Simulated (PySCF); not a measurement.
(E)-1-bromo-2-fluoroprop-1-ene (C3H4BrF), SMILES C(=C(\F)C)/Br.

Geometry optimised at B3LYP-D3(BJ)/def2-SVP.

Two levels are set side by side: TDDFT-PBE/def2-SVPD (PySCF) and TDDFT-ωB97X/def2-SVPD (PySCF). Vertical, same geometry. The lowest singlet is HOMO→LUMO 100 % with PBE and HOMO→LUMO 81 %, HOMO→LUMO+5 13 % with the other functional; states are paired by order. Differences are taken from unrounded values.

```json
[
 {"quantity": "lowest singlet excitation (eV)", "TDDFT-ωB97X": "5.61"},
 {"quantity": "lowest triplet excitation (TDA) (eV)", "TDDFT-ωB97X": "4.18"},
 {"quantity": "first bright state (f over 0.05) (eV)", "TDDFT-ωB97X": "6.75"},
 {"quantity": "its oscillator strength", "TDDFT-ωB97X": "0.13"}
]
```

Task: What does TDDFT-PBE give, and how far is it from TDDFT-ωB97X? (The exact figures need the calculation; the answer reports its results.)

Result: 
```tsv
quantity	TDDFT-PBE	TDDFT-PBE minus TDDFT-ωB97X
lowest singlet excitation (eV)	4.93	-0.68
lowest triplet excitation (TDA) (eV)	4.06	-0.12
first bright state (f over 0.05) (eV)	5.95	-0.80
its oscillator strength	0.22	0.09
```

Functionals without exact exchange tend to place singlet excitations lower, as here. Differences between two approximate levels are no errors against the true value.

Rough cost on one machine, each run with all the roots and properties that it gave: TDDFT-ωB97X against TDDFT-PBE about 9 times.
